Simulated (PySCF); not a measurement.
Isomers of C3H9FO2Si2, mass 152.013 u with the commonest isotopes. The calculation used CAM-B3LYP/def2-SVPD in PySCF (dipole) on a GFN2-xTB geometry, gas phase. One conformer each, none proved a minimum here; rigid rotors.

Task: Order these by rotational constant A, largest first.
A. `[CH3:1][C@@H:2]([F:3])[Si@@H:4]([CH:5]=[O:6])[O:7][SiH3:8]` with C1–C2–Si4–C5 -57°, C2–Si4–C5–O6 121°, C2–Si4–O7–Si8 -127°
B. `[F:1][C@@H:2]1[CH2:3][SiH2:4][C@H:5]([O:6][SiH3:7])[O:8]1` with Si4–C5–O6–Si7 -158°, F1–C2–C3–Si4 -87°, C2–C3–Si4–C5 -14°, C3–Si4–C5–O6 113°, Si4–C5–O8–C2 30°
C. `[F:1][SiH2:2][C@@H:3]1[CH2:4][C@@H:5]([O:6][SiH3:7])[O:8]1` with F1–Si2–C3–C4 -77°, C4–C5–O6–Si7 92°

Result: C (4436 MHz), B (2313 MHz), A (2157 MHz).

Task: Order these by rotational constant C, largest first.
A. `[F:1][C@@H:2]1[CH2:3][SiH2:4][C@H:5]([O:6][SiH3:7])[O:8]1` with Si4–C5–O6–Si7 -158°, F1–C2–C3–Si4 -87°, C2–C3–Si4–C5 -14°, C3–Si4–C5–O6 113°, Si4–C5–O8–C2 30°
B. `[F:1][SiH2:2][C@@H:3]1[CH2:4][C@@H:5]([O:6][SiH3:7])[O:8]1` with F1–Si2–C3–C4 -77°, C4–C5–O6–Si7 92°
C. `[CH3:1][C@@H:2]([F:3])[Si@@H:4]([CH:5]=[O:6])[O:7][SiH3:8]` with C1–C2–Si4–C5 -57°, C2–Si4–C5–O6 121°, C2–Si4–O7–Si8 -127°

Result: A (906.4 MHz), C (771.8 MHz), B (596.0 MHz).

Task: Order these by rotational constant B, smallest first.
A. `[F:1][SiH2:2][C@@H:3]1[CH2:4][C@@H:5]([O:6][SiH3:7])[O:8]1` with F1–Si2–C3–C4 -77°, C4–C5–O6–Si7 92°
B. `[F:1][C@@H:2]1[CH2:3][SiH2:4][C@H:5]([O:6][SiH3:7])[O:8]1` with Si4–C5–O6–Si7 -158°, F1–C2–C3–Si4 -87°, C2–C3–Si4–C5 -14°, C3–Si4–C5–O6 113°, Si4–C5–O8–C2 30°
C. `[CH3:1][C@@H:2]([F:3])[Si@@H:4]([CH:5]=[O:6])[O:7][SiH3:8]` with C1–C2–Si4–C5 -57°, C2–Si4–C5–O6 121°, C2–Si4–O7–Si8 -127°

Result: A (610.7 MHz), C (885.2 MHz), B (1130 MHz).

| SMILES | point group | Ia (u·Å²) | Ib (u·Å²) | Ic (u·Å²) | κ | μa (D) | μb (D) | μc (D) |
| --- | --- | --- | --- | --- | --- | --- | --- | --- |
| F[SiH2][C@@H]1C[C@@H](O[SiH3])O1 | C1 | 113.93 | 827.52 | 848.00 | -0.99 | 0.04 | 0.23 | 0.09 |
| F[C@@H]1C[SiH2][C@H](O[SiH3])O1 | C1 | 218.47 | 447.29 | 557.58 | -0.68 | 2.06 | 0.71 | 0.86 |
| C[C@@H](F)[Si@@H](C=O)O[SiH3] | C1 | 234.33 | 570.90 | 654.76 | -0.84 | 0.45 | 1.06 | 0.16 |
